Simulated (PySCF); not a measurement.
Computed structure and properties of [Sm(H2O)4]2+

System: [Sm(H2O)4]2+ (singlet in the valence; each metal's 4f electrons, 6 of them, lie in its core potential, out of spins and levels); start: displaced along the imaginary mode (S4). Method: PySCF 2.14.0, RKS PBE0, Sm lcecp-0-SVP with ECP52, O def2-SVP, H def2-SVP; non-relativistic Hamiltonian with scalar-relativistic core potentials where named; density fitting; no spin-orbit coupling.

Input of the relaxation:

```python
mol = gto.M(atom='''
Sm    -0.00000    -0.00000    -0.00000
O      1.45029     1.47005     1.46335
H      2.01701     1.17238     2.23514
H      1.60758     2.45465     1.35728
O     -1.45029    -1.46335     1.47005
H     -1.60758    -1.35728     2.45465
H     -2.01701    -2.23514     1.17238
O      1.45029    -1.47005    -1.46335
H      1.60758    -2.45465    -1.35728
H      2.01701    -1.17238    -2.23514
O     -1.45029     1.46335    -1.47005
H     -2.01701     2.23514    -1.17238
H     -1.60758     1.35728    -2.45465''',
    basis={'Sm': 'lcecp-0-SVP', 'O': 'def2-SVP', 'H': 'def2-SVP'},
    ecp={'Sm': 'lcecp-0-SVP'},
    charge=2, spin=0)
mf = dft.RKS(mol, xc='PBE0')
mf.grids.atom_grid = (50, 194)  # f atoms: unpruned, at least (60, 302)
mf = mf.density_fit()  # fitting sets: Sm AutoAux, O def2-universal-JKFIT, H def2-universal-JKFIT
mf.conv_tol = 1e-08; mf.max_cycle = 55
mf.kernel(dm0)  # dm0: converged density of the start geometry
# quasi-Newton relaxation in Cartesian coordinates to a largest gradient under 0.00045 Eh/bohr, steps kept in the point group
```

Run from Python with OMP_NUM_THREADS=2; the lines above give its settings. Where DIIS fails, smearing, a level shift and second-order steps follow.
It took 2.1 min on 2 threads of Arm Neoverse V2, on a shared host, from the converged density of the start.

Course of the relaxation:

```csv
step,energy above end (eV),largest force component within the symmetry (eV/Å)
0,0.2459,1.477
1,0.0251,0.230
2,0.0201,0.032
3,0.0192,0.038
4,0.0169,0.153
5,0.0142,0.058
6,0.0109,0.131
7,0.0091,0.141
17,0.0004,0.072
18,0.0002,0.049
19,0.0001,0.014
20,0.0003,0.064
21,0.0000,0.011
22,0.0000,0.007
```
(The steps between are left out.)

Relaxed geometry (S4):

```xyz
13

Sm    0.0000    0.0000    0.0000
O     1.5204    1.4606    1.3983
H     2.3223    1.2034    1.8817
H     1.4425    2.4134    1.5688
O    -1.5204   -1.3983    1.4606
H    -1.4425   -1.5688    2.4134
H    -2.3223   -1.8817    1.2034
O     1.5204   -1.4606   -1.3983
H     1.4425   -2.4134   -1.5688
H     2.3223   -1.2034   -1.8817
O    -1.5204    1.3983   -1.4606
H    -2.3223    1.8817   -1.2034
H    -1.4425    1.5688   -2.4134
```

```csv
contact,Å
Sm1–O2 (H2O),2.530
Sm1–O5 (H2O),2.530
Sm1–O8 (H2O),2.530
Sm1–O11 (H2O),2.530
```

On the finer grid (75, 302):

- HOMO: not given (4f levels lie in the core)
- LUMO: not given (4f levels lie in the core)
- Dipole about the centre of mass: 0.00 D
- Set of Mulliken populations of Sm1 outside the core potential: s 2.11, p 6.16, d 0.44, f 0.02
- D3(BJ) dispersion energy (not in the energies): -0.166 eV

```json
{"atom": "Sm1", "Mulliken (e)": "1.27", "Löwdin (e)": "1.02", "spin (e)": "0.00"}
{"atom": "O2", "Mulliken (e)": "-0.33", "Löwdin (e)": "-0.05", "spin (e)": "0.00"}
{"atom": "H3", "Mulliken (e)": "0.25", "Löwdin (e)": "0.15", "spin (e)": "0.00"}
{"atom": "H4", "Mulliken (e)": "0.26", "Löwdin (e)": "0.15", "spin (e)": "0.00"}
{"atom": "O5", "Mulliken (e)": "-0.33", "Löwdin (e)": "-0.05", "spin (e)": "0.00"}
{"atom": "H6", "Mulliken (e)": "0.26", "Löwdin (e)": "0.15", "spin (e)": "0.00"}
{"atom": "H7", "Mulliken (e)": "0.25", "Löwdin (e)": "0.15", "spin (e)": "0.00"}
{"atom": "O8", "Mulliken (e)": "-0.33", "Löwdin (e)": "-0.05", "spin (e)": "0.00"}
{"atom": "H9", "Mulliken (e)": "0.26", "Löwdin (e)": "0.15", "spin (e)": "0.00"}
{"atom": "H10", "Mulliken (e)": "0.25", "Löwdin (e)": "0.15", "spin (e)": "0.00"}
{"atom": "O11", "Mulliken (e)": "-0.33", "Löwdin (e)": "-0.05", "spin (e)": "0.00"}
{"atom": "H12", "Mulliken (e)": "0.25", "Löwdin (e)": "0.15", "spin (e)": "0.00"}
{"atom": "H13", "Mulliken (e)": "0.26", "Löwdin (e)": "0.15", "spin (e)": "0.00"}
```

The 4f levels lie in the core potential and are missing. Their spin isn't counted.

On the grid (50, 194), as all that follows. Harmonic modes: a minimum within the noise of the softest modes; lowest -14 cm⁻¹ (negative: unstable), highest 3856 cm⁻¹, zero-point energy 2.650 eV.

Taking off one H2O (charge 0, singlet; the rest: singlet) in vacuum, both parts rigid, costs 1.78 eV; the small basis without counterpoise inflates it. Parting with an electron moved from the ligand to the metal can be far cheaper, even downhill.

Rigid scan of H2O along the line from its metal:

(distance to O2 (Å), energy (eV)): (2.23, 0.325), (2.33, 0.123), (2.43, 0.026), (2.53, 0.000), (2.63, 0.020), (2.73, 0.069)

One start shape was tried, so this needn't be the lowest isomer.

An lcecp potential fixes the number of 4f electrons, so in runs with it no electron can move into or out of that shell.
